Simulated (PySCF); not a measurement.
InCl₃, SMILES [Cl][In]([Cl])[Cl]. Heavy atoms are numbered as in [In:1]([Cl:2])([Cl:3])[Cl:4].

Coordinates come from a PBE0-D3(BJ)/def2-SVP optimisation. The isomer is the one that the SMILES or the coordinates give; other isomers of the formula were not compared. The def2 effective core potentials stand for the cores of In; spin–orbit coupling is left out.

Computed with CAM-B3LYP/def2-TZVPD run with PySCF.

Mulliken values depend strongly on the basis, most of all with diffuse functions as here. ESP charges are fitted to the potential on shells at 1.4 to 2.0 van der Waals radii. Atomic charges (e), one atom of each kind:

| atom | ESP fit | Mulliken |
|---|---|---|
| In1 | 0.73 | 1.09 |
| Cl2 | -0.24 | -0.36 |
